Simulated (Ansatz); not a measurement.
Zr4O15H14, a hydroxylated oxide cluster: single points at one geometry.

```yaml
crystal:
  periodic: [false, false, false]
  atoms:
    - {symbol: Zr, position_ang: [0.827756, 0.437673, -0.017957]}
    - {symbol: Zr, position_ang: [-2.460075, -0.417619, -0.299998]}
    - {symbol: Zr, position_ang: [0.650179, -3.152125, -0.500894]}
    - {symbol: Zr, position_ang: [1.882985, 3.429114, 1.578790]}
    - {symbol: O, position_ang: [-3.281771, -2.193391, 0.084112]}
    - {symbol: O, position_ang: [-3.511814, 0.919614, 0.671124]}
    - {symbol: O, position_ang: [-1.022758, -3.735753, 0.267208]}
    - {symbol: O, position_ang: [-2.968645, -0.063307, -2.150786]}
    - {symbol: O, position_ang: [-0.434159, -1.171729, -1.123077]}
    - {symbol: O, position_ang: [-0.743839, 1.696443, -0.608089]}
    - {symbol: O, position_ang: [-0.883566, -0.365311, 1.185315]}
    - {symbol: O, position_ang: [0.762812, 4.030225, 0.094303]}
    - {symbol: O, position_ang: [1.928915, -4.498213, 0.066921]}
    - {symbol: O, position_ang: [0.709938, -3.255095, -2.479626]}
    - {symbol: O, position_ang: [1.701433, -1.526744, 0.410351]}
    - {symbol: O, position_ang: [1.947462, 0.826406, -1.556121]}
    - {symbol: O, position_ang: [1.613636, 1.472703, 1.454544]}
    - {symbol: O, position_ang: [1.179381, 4.086383, 3.271028]}
    - {symbol: O, position_ang: [3.749185, 3.904055, 1.297843]}
    - {symbol: H, position_ang: [-4.120168, -2.626836, -0.145293]}
    - {symbol: H, position_ang: [-4.159228, 1.638625, 0.663137]}
    - {symbol: H, position_ang: [-1.934505, -3.340498, 0.260785]}
    - {symbol: H, position_ang: [-2.833015, 0.517380, -2.914720]}
    - {symbol: H, position_ang: [-0.391486, -1.203951, -2.101068]}
    - {symbol: H, position_ang: [-1.312217, 2.109077, 0.072356]}
    - {symbol: H, position_ang: [-1.046165, -0.092676, 2.105579]}
    - {symbol: H, position_ang: [0.206241, 3.479001, -0.502147]}
    - {symbol: H, position_ang: [2.446272, -5.231439, 0.423118]}
    - {symbol: H, position_ang: [1.084466, -3.909170, -3.090209]}
    - {symbol: H, position_ang: [2.505297, -1.660554, 0.941422]}
    - {symbol: H, position_ang: [2.413771, 0.997103, -2.384335]}
    - {symbol: H, position_ang: [0.915998, 4.609885, 4.037737]}
    - {symbol: H, position_ang: [4.577673, 4.290703, 0.988635]}
basis:
  gaussian: {orbitals: def2-TZVP, fitting: {mean_field: def2-universal-jkfit}, initial_orbitals: start.molden}
hamiltonian: {xc: {name: B97M-V}}
scf: {omitted_lower_state_checks: [starts]}
output: {orbitals: {seedname: orbitals}}
```

The file start.molden holds the orbitals of an earlier run on this structure, at another level or in another basis.

```sh
$ ansatz run in.yaml --threads 2 --pin off --events-out ev --progress --plain --max-ram 32768MiB --backend cuda --devices 0, --max-vram 18GiB
```

Output, abridged:

```
Functional definition: B97M-V
2427 factors; integrals over basis functions are off by at most 9.2e-1 eV
mean field evaluation 1: about -36092.4562 eV, gradient 3.2e1 eV
mean field evaluation 2: about -36093.1951 eV, gradient 8.5e-1 eV
mean field evaluation 4: about -36093.2262 eV, gradient 2.0e-1 eV
mean field evaluation 8: about -36093.2263 eV, gradient 1.8e-5 eV
mean field -36093.22630096 eV, -1326.4016016926 hartree, gradient 1.8e-5 eV, S^2 0.000000; 0 other end points of the search recorded, 0 dependent functions left out
reference -36093.22654841 eV, -1326.4016107865 hartree; 91, 91 occupied and 618, 618 virtual orbitals, 2427 factors
Total energy: -36093.22654841 eV, -1326.4016107865 hartree
Checks for a lower state left out: starts
```

Run time 18 s (2 threads of AMD EPYC 7R13 on a shared host and a share (18 GiB) of an NVIDIA H100 80GB HBM3), peak host memory 1.4 GiB.

First input, but with `hamiltonian: {xc: r2scan, dispersion: d4}`, `output: {forces: true, orbitals: {seedname: orbitals}}` (abridged; 12 s):

```
Functional definition: r2SCAN
mean field -36089.63690307 eV, -1326.2696937535 hartree, gradient 1.3e-5 eV, S^2 0.000000
Total energy: -36089.99601951 eV, -1326.2828910393 hartree
Atom 0 force    -0.125438     0.111101    -0.010989 eV/Å
Atom 1 force     0.339734     0.231881    -0.096133 eV/Å
Atom 2 force    -0.068171     0.013405     0.017739 eV/Å
Atom 3 force    -0.056023    -0.111317    -0.050928 eV/Å
Atom 4 force    -0.445463    -0.102680    -0.156309 eV/Å
Atom 5 force    -0.286877     0.304375    -0.016183 eV/Å
Atom 6 force    -0.399714     0.249515    -0.057260 eV/Å
Atom 7 force     0.092421     0.274187    -0.324267 eV/Å
Atom 8 force    -0.023392    -0.020638    -0.407391 eV/Å
Atom 9 force    -0.427731    -0.167498     0.426792 eV/Å
Atom 10 force    -0.121974     0.102983     0.386085 eV/Å
Atom 11 force    -0.261976    -0.326510    -0.257814 eV/Å
Atom 12 force     0.232603    -0.330575     0.164200 eV/Å
Atom 13 force     0.196167    -0.373280    -0.238533 eV/Å
Atom 14 force     0.347388    -0.071941     0.231152 eV/Å
Atom 15 force     0.197849     0.067962    -0.322353 eV/Å
Atom 16 force    -0.037625     0.126022    -0.166400 eV/Å
Atom 17 force    -0.118452     0.256521     0.371166 eV/Å
Atom 18 force     0.397510     0.194016    -0.134671 eV/Å
Atom 19 force     0.504937     0.298903     0.127990 eV/Å
Atom 20 force     0.391263    -0.448302    -0.025513 eV/Å
Atom 21 force     0.585474    -0.250610     0.012434 eV/Å
Atom 22 force    -0.049447    -0.341205     0.502337 eV/Å
Atom 23 force    -0.040365     0.056208     0.542106 eV/Å
Atom 24 force     0.319658    -0.227875    -0.366973 eV/Å
Atom 25 force     0.079676    -0.130618    -0.561929 eV/Å
Atom 26 force     0.413431     0.376743     0.371360 eV/Å
Atom 27 force    -0.321696     0.437601    -0.205700 eV/Å
Atom 28 force    -0.203637     0.380861     0.365371 eV/Å
Atom 29 force    -0.463899     0.059557    -0.305753 eV/Å
Atom 30 force    -0.300187    -0.101465     0.488905 eV/Å
Atom 31 force     0.163810    -0.307216    -0.471143 eV/Å
Atom 32 force    -0.509854    -0.230111     0.168602 eV/Å
Dipole moment:     0.281474    -0.054282    -0.099212 e Å
Checks for a lower state left out: starts
```

The first input with `gaussian: {orbitals: def2-SVP, initial_orbitals: start.molden}`, `correlation: {method: mp2}` and without the key `hamiltonian` (abridged; 7.5 s):

```
Functional definition: HF
mean field -35850.37342030 eV, -1317.4769229402 hartree, gradient 4.9e-6 eV, S^2 0.000000
15 core orbitals not correlated: weight in the atoms' cores, before any rotation towards them, 1.000 or more for the frozen orbitals, at most 0.000 for the correlated occupied ones
second order -105.74904095 eV of doubles, -0.00000000 eV of singles
Total energy: -35956.12246125 eV, -1321.3631285160 hartree
Checks for a lower state left out: starts
```

As the first input, with `hamiltonian: {xc: pbe, dispersion: d4}` (abridged; 8.5 s):

```
Functional definition: PBE
mean field -36070.28007657 eV, -1325.5583435001 hartree, gradient 9.8e-6 eV, S^2 0.000000
Total energy: -36071.50063467 eV, -1325.6031981827 hartree
Checks for a lower state left out: starts
```

First input, but with `gaussian: {orbitals: def2-SVP, initial_orbitals: start.molden}`, `hamiltonian: {xc: pbe}`, `correlation: {method: rpa}` and without the key `output` (abridged; 14 s):

```
Functional definition: PBE
mean field -36032.44854531 eV, -1324.1680603694 hartree, gradient 3.7e-6 eV, S^2 0.000000
15 core orbitals not correlated: weight in the atoms' cores, before any rotation towards them, 1.000 or more for the frozen orbitals, at most 0.000 for the correlated occupied ones
Total energy: -35998.10064992 eV, -1322.9057984955 hartree
Checks for a lower state left out: starts
```

Geometry: PBE-D4/def2-SVP.

In the def2 sets Zr takes a core potential; there is no spin–orbit coupling. Correlated methods freeze 15 core orbitals; core or outer-core shells of Zr are correlated, in sets that lack core-valence functions. Single mean-field runs in def2-TZVP are fitted with def2-universal-jkfit.
